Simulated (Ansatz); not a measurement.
Reaction (isomerisation): `[SiH3][SiH2][GeH2][GeH2][SiH2][GeH3]` → `[GeH3][SiH2][SiH2][SiH2][GeH2][GeH3]`

Calculated with Ansatz (gas phase, PBE0-D4/def2-TZVP geometries, no zero-point term in ΔE). CBS: MP2 limit from def2 TZ/QZ plus the TZ coupled-cluster correction, frozen cores. Functionals use def2-TZVPP. B3LYP here is the variant with VWN-RPA as its local correlation; programs differ in this. HSE06 is defined as in plane-wave codes. For Ge outer-core shells are correlated without core-valence functions, which leaves a few kJ/mol of doubt a bond. Scalar relativity is left out up to krypton. One conformer a species, not always the lowest.

```
             level  ΔE (kcal/mol)  difference from CCSD(T)/CBS
       LDA (SPW92)            1.9                         -1.6
            PBE-D4            2.2                         -1.3
           BLYP-D4            3.1                         -0.4
         r2SCAN-D4            2.7                         -0.8
           PBE0-D4            2.4                         -1.1
          B3LYP-D4            3.2                         -0.3
        r2SCAN0-D4            2.9                         -0.6
          HSE06-D4            2.5                         -1.0
          BHLYP-D4            3.5                          0.0
      CAM-B3LYP-D4            3.2                         -0.3
           ωB97X-V            2.8                         -0.7
           ωB97M-V            3.4                         -0.1
          PBE-QIDH            3.0                         -0.5
               PBE            2.5                         -1.0
            revPBE            2.7                         -0.8
              BLYP            3.7                          0.2
            r2SCAN            2.8                         -0.7
              PBE0            2.6                         -0.9
             B3LYP            3.7                          0.2
           r2SCANh            2.8                         -0.7
             HSE06            2.7                         -0.8
             BHLYP            3.8                          0.3
         CAM-B3LYP            3.5                          0.0
           LC-ωPBE            2.5                         -1.0
RPA@PBE/def2-TZVPP            3.5                          0.0
       HF/def2-SVP            3.4                         -0.1
      MP2/def2-SVP            3.1                         -0.4
     CCSD/def2-SVP            2.7                         -0.8
  CCSD(T)/def2-SVP            2.6                         -0.9
     HF/def2-TZVPP            4.1                          0.6
    MP2/def2-TZVPP            3.9                          0.4
SCS-MP2/def2-TZVPP            4.0                          0.5
   CCSD/def2-TZVPP            3.5                          0.0
CCSD(T)/def2-TZVPP            3.3                         -0.2
     HF/def2-QZVPP            3.9                          0.4
    MP2/def2-QZVPP            4.0                          0.5
SCS-MP2/def2-QZVPP            3.9                          0.4
      HF/CBS(def2)            3.9                          0.4
     MP2/CBS(def2)            4.1                          0.6
    CCSD/CBS(def2)            3.7                          0.2
       CCSD(T)/CBS            3.5                            0
```

Largest T1 diagnostic among the species: 0.013.

Leaving LDA and LC-ωPBE aside and taking each functional with its dispersion term where it has one, the values, not all of them listed here, spread over 2.7 kcal/mol, from B97M-V to B2PLYP. At CCSD(T), def2-SVP lies −0.8 kcal/mol from the extrapolated value and def2-TZVPP −0.2 kcal/mol.
